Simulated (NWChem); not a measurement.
Species: SiH3TeI; SMILES [SiH3][Te]I

Program: NWChem. The geometry was optimised at PBE0/def2-SVP. Not confirmed as a minimum by frequencies. def2 effective core potentials on Te, I; no spin-orbit coupling. Ions are spin-unrestricted doublets at the neutral geometry; other ion states weren't tried.

Estimate the computed values for PBE/def2-SVP. Quantities: vertical ionisation energy, ΔSCF (eV); −ε(HOMO) (eV).


```yaml
vertical ionisation energy, ΔSCF (eV): 8.08
"−ε(HOMO) (eV)": 5.32
```
